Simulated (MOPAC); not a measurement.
MOPAC input (PM3):

```
PM3 1SCF UHF MS=0.5 GEO-OK AUX(PRECISION=9) THREADS=1
HO2Si

Si    0.39538400 1   -0.15858900 1    0.00186800 1
O     0.52764700 1    1.36735600 1    0.00686900 1
O    -0.99138400 1   -1.02312000 1   -0.00862200 1
H    -1.82548300 1   -0.53363800 1   -0.01213500 1
```

Output:

```
 *******************************************************************************
 **                                                                           **
 **                              MOPAC v23.2.5                                **
 **                                                                           **
 *******************************************************************************
 ** MOPAC's Digital Object Identifier: https://doi.org/10.5281/zenodo.6511958 **
 **                                                                           **
 ** Please cite the open-source release paper for use of this MOPAC version:  **
 ** J. E. Moussa and J. J. P. Stewart (2026)                                  **
 ** MOPAC: An open-source semiempirical molecular orbital program             **
 ** J. Open Source Softw., 11(119), 8025, https://doi.org/10.21105/joss.08025 **
 *******************************************************************************

                              PM3 CALCULATION RESULTS

 *******************************************************************************
 *  PM3        - The PM3 Hamiltonian to be used
 *  GEO-OK     - OVERRIDE INTERATOMIC DISTANCE AND OTHER SAFETY CHECKS
 *  UHF        - UNRESTRICTED HARTREE-FOCK CALCULATION
 *  MS=        - IN MECI, MAGNETIC COMPONENT OF SPIN =  0.5
 *  1SCF       - DO 1 SCF AND THEN STOP
 *  AUX        - OUTPUT AUXILIARY INFORMATION
 *******************************************************************************
PM3 1SCF UHF MS=0.5 GEO-OK AUX(PRECISION=9) THREADS=1
 HO2Si

   ATOM   CHEMICAL          X               Y               Z
  NUMBER   SYMBOL      (ANGSTROMS)     (ANGSTROMS)     (ANGSTROMS)

     1      Si          0.39538400  *  -0.15858900  *   0.00186800  *
     2       O          0.52764700  *   1.36735600  *   0.00686900  *
     3       O         -0.99138400  *  -1.02312000  *  -0.00862200  *
     4       H         -1.82548300  *  -0.53363800  *  -0.01213500  *

          CARTESIAN COORDINATES

    NO.       ATOM           X           Y           Z

     1        Si          0.3954     -0.1586      0.0019
     2         O          0.5276      1.3674      0.0069
     3         O         -0.9914     -1.0231     -0.0086
     4         H         -1.8255     -0.5336     -0.0121

  H: (PM3): J. J. P. STEWART, J. COMP. CHEM. 10, 209 (1989).
  O: (PM3): J. J. P. STEWART, J. COMP. CHEM. 10, 209 (1989).
 Si: (PM3): J. J. P. STEWART, J. COMP. CHEM. 10, 209 (1989).

           Empirical Formula: H O2 Si  =     4 atoms

      MOLECULAR POINT GROUP   :   Cs

          UHF CALCULATION, NO. OF ALPHA ELECTRONS =    9
                           NO. OF BETA  ELECTRONS =    8

 -------------------------------------------------------------------------------
 PM3 1SCF UHF MS=0.5 GEO-OK AUX(PRECISION=9) THREADS=1
 HO2Si

     1SCF WAS SPECIFIED, SO BFGS WAS NOT USED
     SCF FIELD WAS ACHIEVED

                              PM3 CALCULATION
                                                       MOPAC v23.2.5 Linux

          FINAL HEAT OF FORMATION =        -95.42927 KCAL/MOL =    -399.27606 KJ/MOL

          COSMO AREA              =         88.57 SQUARE ANGSTROMS
          COSMO VOLUME            =         74.75 CUBIC ANGSTROMS

          IONIZATION POTENTIAL    =          7.872866 EV
          ALPHA SOMO LUMO (EV)    =         -7.873 -0.385
          BETA  SOMO LUMO (EV)    =        -10.535 -1.477
          NO. OF ALPHA ELECTRONS  =          9
          NO. OF BETA  ELECTRONS  =          8
          MOLECULAR WEIGHT        =         61.0922         POINT GROUP:  Cs

          MOLECULAR DIMENSIONS (Angstroms)

            Atom       Atom       Distance
            H     4    O     2     3.02512
           Si     1    H     4     1.10388
            H     4    O     3     0.00000

          SCF CALCULATIONS        =          1

   ATOM   CHEMICAL          X               Y               Z
  NUMBER   SYMBOL      (ANGSTROMS)     (ANGSTROMS)     (ANGSTROMS)

     1      Si          0.39538400  *  -0.15858900  *   0.00186800  *
     2       O          0.52764700  *   1.36735600  *   0.00686900  *
     3       O         -0.99138400  *  -1.02312000  *  -0.00862200  *
     4       H         -1.82548300  *  -0.53363800  *  -0.01213500  *

                             CARTESIAN COORDINATES

   1   Si        0.395384000    -0.158589000     0.001868000
   2    O        0.527647000     1.367356000     0.006869000
   3    O       -0.991384000    -1.023120000    -0.008622000
   4    H       -1.825483000    -0.533638000    -0.012135000

           Empirical Formula: H O2 Si  =     4 atoms

      MOLECULAR POINT GROUP   :   Cs

          ALPHA EIGENVALUES
 -36.22220 -32.52088 -17.30077 -14.50638 -13.26396 -13.18870 -11.28661 -10.72166
  -7.87287  -0.38537   1.45546   2.69120   4.79389

           BETA EIGENVALUES
 -36.11817 -32.44646 -16.93049 -14.40111 -13.16641 -11.97399 -10.77096 -10.53520
  -1.47687   0.02496   1.95586   3.38176   5.04502

              NET ATOMIC CHARGES AND DIPOLE CONTRIBUTIONS

  ATOM NO.   TYPE          CHARGE      No. of ELECS.   s-Pop       p-Pop
    1         Si           0.813977        3.1860     1.21867     1.96736
    2          O          -0.547995        6.5480     1.85159     4.69640
    3          O          -0.471963        6.4720     1.75819     4.71377
    4          H           0.205982        0.7940     0.79402
 DIPOLE           X         Y         Z       TOTAL
 POINT-CHG.     0.598    -2.428    -0.003     2.500
 HYBRID        -1.870     1.034    -0.008     2.137
 SUM           -1.272    -1.394    -0.011     1.887

          ATOMIC ORBITAL ELECTRON POPULATIONS

     Atom    s        px        py        pz
    1 Si   1.21867   0.75230   0.65374   0.56131
    2  O   1.85159   1.71598   1.40123   1.57920
    3  O   1.75819   1.25383   1.60046   1.85948
    4  H   0.79402

                    (SZ)    =    0.500000
                    (S**2)  =    0.762312

          ATOMIC ORBITAL SPIN POPULATIONS

    Atom   Total    s     px     py     pz
         Atomic
    1 Si  0.6663  0.291  0.143  0.191  0.041
    2  O  0.2420 -0.005  0.143  0.142 -0.038
    3  O  0.0494  0.016  0.029  0.007 -0.003
    4  H  0.0422  0.042

 **********************
 *                    *
 * JOB ENDED NORMALLY *
 *                    *
 **********************

 == MOPAC DONE ==
```

The geometry given is a B3LYP-D3(BJ)/def2-TZVP minimum.
